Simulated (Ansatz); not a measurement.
Born–Oppenheimer molecular dynamics of CH$_{7}$FGe$_{2}$ (11 atoms, charge 0, multiplicity 1). It starts from a relaxed structure.

Computed with RKS PBE-D4/def2-SVP in Ansatz 0.2.0.

```yaml
ensemble: NVE (velocity Verlet)
time_step: 0.5 fs
steps_asked: 100
starting_velocities_drawn_for: 300 K
seed: 112220
```

First frame:

```xyz
11
Properties=species:S:1:pos:R:3
Ge 0.175 0.178 0.073
C -0.092 -0.119 1.991
H -1.170 -0.233 2.214
H 0.440 -1.038 2.305
H 0.306 0.740 2.566
H 1.688 0.290 -0.286
Ge -1.163 1.998 -0.846
H -2.663 1.753 -0.540
H -0.743 3.345 -0.195
H -0.971 2.108 -2.379
F -0.390 -1.293 -0.743
```

Problem. How far do the bonds stretch over the last three quarters of this one trajectory? (Pairs bonded in most of those frames.)

Solution. 
| bond | mean (Å) | spread (Å) | shortest | longest |
| --- | --- | --- | --- | --- |
| Ge1–C2 | 1.966 | 0.015 | 1.94 | 1.99 |
| Ge1–H6 | 1.564 | 0.025 | 1.53 | 1.60 |
| Ge1–Ge7 | 2.510 | 0.012 | 2.48 | 2.52 |
| Ge1–F11 | 1.771 | 0.027 | 1.74 | 1.82 |
| C2–H3 | 1.117 | 0.041 | 1.05 | 1.17 |
| C2–H4 | 1.110 | 0.014 | 1.09 | 1.13 |
| C2–H5 | 1.109 | 0.028 | 1.06 | 1.15 |
| Ge7–H8 | 1.554 | 0.028 | 1.51 | 1.59 |
| Ge7–H9 | 1.563 | 0.037 | 1.50 | 1.62 |
| Ge7–H10 | 1.560 | 0.055 | 1.47 | 1.63 |

Mean temperature of the second half: 151 K. The conserved energy stayed within 0.26 meV per atom of its start (net change 0.094 meV per atom), so the integration is sound. A run of 0.05 ps of so small a system gives no equilibrium averages.

The run took 2.5 min on 4 threads of Arm Neoverse V1 (shared host), peak memory 0.19 GiB.
